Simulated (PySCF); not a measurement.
# HfH₄ + N₂ → HHfN + NH₃

Level: PBE0 in the def2-TZVP basis family, computed in PySCF with density fitting; scalar-relativistic core potentials for atoms from Rb on, none lighter, no spin–orbit coupling; open shells unrestricted.

| species | state and structure | E (Eh) | ZPE (kJ/mol) | H(298 K) − H(0) (kJ/mol) | S° (J/(mol K)) |
| --- | --- | --- | --- | --- | --- |
| HfH₄ | singlet, Td, Hf–H 1.847 Å (×4) | -50.30247 | 59.3 | 12.1 | 239.1 |
| N₂ | singlet, D∞h, N–N 1.089 Å | -109.44629 | 14.9 | 8.7 | 191.4 |
| HHfN | singlet, Cs, Hf–H 1.869 Å, Hf–N 1.723 Å; H–Hf–N 101.5° | -103.17556 | 18.6 | 10.6 | 262.2 |
| NH₃ | singlet, C3v, N–H 1.013 Å (×3); H–N–H 107.1° (×3) | -56.51312 | 90.6 | 10.0 | 192.4 |

(1) What is the electronic reaction energy?

(2) Add zero-point, thermal and entropy terms for 298.15 K and 1 bar.

Results:

(1) At PBE0/def2-TZVP, ΔE = 157.7 kJ/mol from the differences of the total energies times 2625.5, uphill. 

(2) ΔZPE = 35.0 and Δ[H(298) − H(0)] = -0.2 kJ/mol give ΔH° = 192.5 kJ/mol. ΔS° = 24.1 J/(mol K), so ΔG° = 192.5 − 298.15 × (0.0241) = 185 kJ/mol.

Spin–orbit coupling can matter for HfH₄, HHfN and is left out. Each species is the lowest minimum found with this bonding; other isomers or fragments can lie lower.
